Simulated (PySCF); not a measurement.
C2H4ClGeN.
Structure used (PBE0-D3(BJ)/def2-SVP), in Å, numbered top down from 1:
```
atom  x, y, z in Å
N1    -0.981    2.600   -1.426
C2    -0.798    1.460   -1.338
C3    -0.527    0.043   -1.227
Ge4    1.406   -0.341   -1.292
Cl5    2.066    0.225   -3.262
H6    -0.933   -0.347   -0.280
H7    -1.008   -0.501   -2.054
H8     1.626   -1.851   -1.125
H9     2.170    0.502   -0.267
```

Method used: EOM-IP-CCSD/aug-cc-pVDZ in PySCF, restricted Hartree–Fock reference, 17 core orbitals frozen, non-relativistic, gas phase, PBE0-D3(BJ)/def2-SVP geometry.

Hartree–Fock orbital energies give these Koopmans values (eV): HOMO 11.77, HOMO-1 12.40, HOMO-2 12.66, HOMO-3 12.89, HOMO-4 14.16, HOMO-5 14.43, HOMO-6 14.97, HOMO-7 15.43.

Question: What vertical ionisation energies does EOM-IP-CCSD give?

Answer: 
| leading hole (HF orbital) | Koopmans (eV) | EOM-IP-CCSD (eV) | change (eV) | one-hole share |
| --- | --- | --- | --- | --- |
| HOMO | 11.77 | 11.16 | -0.61 | 0.95 |
| HOMO-1 | 12.40 | 11.56 | -0.84 | 0.95 |
| HOMO-3 | 12.89 | 12.17 | -0.72 | 0.95 |
| HOMO-2 | 12.66 | 12.38 | -0.28 | 0.95 |
| HOMO-7 | 15.43 | 12.87 | -2.56 | 0.92 |
| HOMO-4 | 14.16 | 13.37 | -0.79 | 0.95 |
| HOMO-5 | 14.43 | 13.58 | -0.85 | 0.94 |
| HOMO-6 | 14.97 | 14.23 | -0.74 | 0.94 |

Question: Does the order of the lines follow the orbital energies?

Answer: No: the HOMO-3 hole (12.17 eV) falls below the HOMO-2 hole (12.38 eV); the HOMO-7 hole (12.87 eV) falls below the HOMO-4 hole (13.37 eV); the HOMO-7 hole (12.87 eV) falls below the HOMO-5 hole (13.58 eV); the HOMO-7 hole (12.87 eV) falls below the HOMO-6 hole (14.23 eV). The corrections run from -2.56 to -0.28 eV, with a mean of -0.92 eV over the 8 lines; no line lies above its Koopmans value. Koopmans values leave out both the relaxation of the orbitals and the change in correlation energy.

Question: At what kinetic energies would He II light (40.81 eV) eject these electrons?

Answer: 29.65 eV (HOMO), 29.25 eV (HOMO-1), 28.64 eV (HOMO-3), 28.43 eV (HOMO-2), 27.94 eV (HOMO-7), 27.44 eV (HOMO-4), 27.23 eV (HOMO-5), 26.58 eV (HOMO-6).

Question: What total energy has the lowest final state, and which wavelength reaches it?

Answer: E(CCSD) + ionisation energy = -2668.15607 + 0.41009 = -2667.74598 Eh, at the geometry of the initial state. The threshold wavelength is 1239.84 eV nm/11.16 eV = 111.1 nm.

One root was sought for each valence orbital with −ε under 21 eV, eight at most, so deeper holes and satellites are missing; no vibrational structure.

Hardware: one thread of an Arm Neoverse V2, shared host. Cost: 9.7 min wall, 2.9 GiB resident at most.

One conformer stands for the species.
